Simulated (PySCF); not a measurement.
## Spin-rotation constants: SMILES CPc1ccccn1, C$_{6}$H$_{8}$NP

Molfile (atoms numbered from 1):
```
C6H8NP
     RDKit          3D

 16 16  0  0  0  0  0  0  0  0999 V2000
    2.6043    0.9486    0.5735 C   0  0  0  0  0  0  0  0  0  0  0  0
    1.9330   -0.2737   -0.6317 P   0  0  0  0  0  0  0  0  0  0  0  0
    0.1771   -0.2296   -0.1308 C   0  0  0  0  0  0  0  0  0  0  0  0
   -0.6619   -1.3286   -0.3053 C   0  0  0  0  0  0  0  0  0  0  0  0
   -1.9962   -1.1987    0.0292 C   0  0  0  0  0  0  0  0  0  0  0  0
   -2.4485    0.0211    0.5139 C   0  0  0  0  0  0  0  0  0  0  0  0
   -1.5356    1.0560    0.6358 C   0  0  0  0  0  0  0  0  0  0  0  0
   -0.2585    0.9381    0.3193 N   0  0  0  0  0  0  0  0  0  0  0  0
    2.2751    1.9395    0.2671 H   0  0  0  0  0  0  0  0  0  0  0  0
    3.6918    0.9081    0.5475 H   0  0  0  0  0  0  0  0  0  0  0  0
    2.2421    0.7463    1.5790 H   0  0  0  0  0  0  0  0  0  0  0  0
    2.2247   -1.4258    0.1126 H   0  0  0  0  0  0  0  0  0  0  0  0
   -0.2604   -2.2547   -0.6911 H   0  0  0  0  0  0  0  0  0  0  0  0
   -2.6761   -2.0310   -0.0860 H   0  0  0  0  0  0  0  0  0  0  0  0
   -3.4828    0.1645    0.7854 H   0  0  0  0  0  0  0  0  0  0  0  0
   -1.8357    2.0288    1.0052 H   0  0  0  0  0  0  0  0  0  0  0  0
  1  2  1  0
  2  3  1  0
  3  4  2  0
  4  5  1  0
  5  6  2  0
  6  7  1  0
  7  8  2  0
  8  3  1  0
  1  9  1  0
  1 10  1  0
  1 11  1  0
  2 12  1  0
  4 13  1  0
  5 14  1  0
  6 15  1  0
  7 16  1  0
M  END
```

Computed with GIAO B3LYP/pcSseg-1 magnetisability, rotational g tensor and spin-rotation constants, non-relativistic, gas phase in PySCF. Geometry: GFN2-xTB.

(1) Give the nuclear spin-rotation constants along the inertial axes (H = +C I·J) beside the isotropic shieldings.

(2) How do the rotational constants and the g tensor change when H9, H10, H11, H12, H13, H14, H15, H16 are replaced by deuterium?

Results:

(1) Rotational constants 4.1531, 1.2029, 0.9645 GHz. A star marks the isotopologue with that one atom substituted, in its own axes.
| atom | isotope | Caa (kHz) | Cbb (kHz) | Ccc (kHz) | mean (kHz) | σ (ppm) |
| --- | --- | --- | --- | --- | --- | --- |
| P2 | 31P | 5.339 | 1.751 | 1.480 | 2.857 | 383.9 |
| N8 | 14N | 1.130 | 0.334 | 0.010 | 0.491 | -97.7 |
| H9 | 1H | -0.426 | -0.036 | -0.050 | -0.171 | 29.8 |
| H10 | 1H | 0.087 | -0.134 | -0.110 | -0.052 | 30.8 |
| H11 | 1H | -0.303 | -0.124 | -0.012 | -0.146 | 30.0 |
| H12 | 1H | -0.399 | -0.070 | 0.007 | -0.154 | 27.4 |
| H13 | 1H | -0.379 | 0.123 | -0.101 | -0.119 | 24.4 |
| H14 | 1H | 0.003 | 0.004 | -0.093 | -0.029 | 24.2 |
| H15 | 1H | 0.420 | -0.116 | -0.103 | 0.067 | 24.8 |
| H16 | 1H | -0.376 | 0.131 | -0.081 | -0.109 | 23.1 |
| C1 | 13C* | 0.526 | 0.168 | 0.131 | 0.275 | 173.5 |
| C3 | 13C* | 2.168 | 0.574 | 0.162 | 0.968 | 7.2 |
| C4 | 13C* | 1.420 | 0.595 | 0.125 | 0.713 | 50.2 |
| C5 | 13C* | 1.850 | 0.528 | 0.111 | 0.830 | 41.8 |
| C6 | 13C* | 2.032 | 0.397 | 0.114 | 0.848 | 56.1 |
| C7 | 13C* | 1.670 | 0.605 | 0.162 | 0.812 | 25.7 |

For the geometry as given, no vibrational averaging.

(2) Constants 3.4478, 1.0631, 0.8458 GHz; g -0.0619, -0.0189, 0.0095, against -0.0747, -0.0212, 0.0107 before.
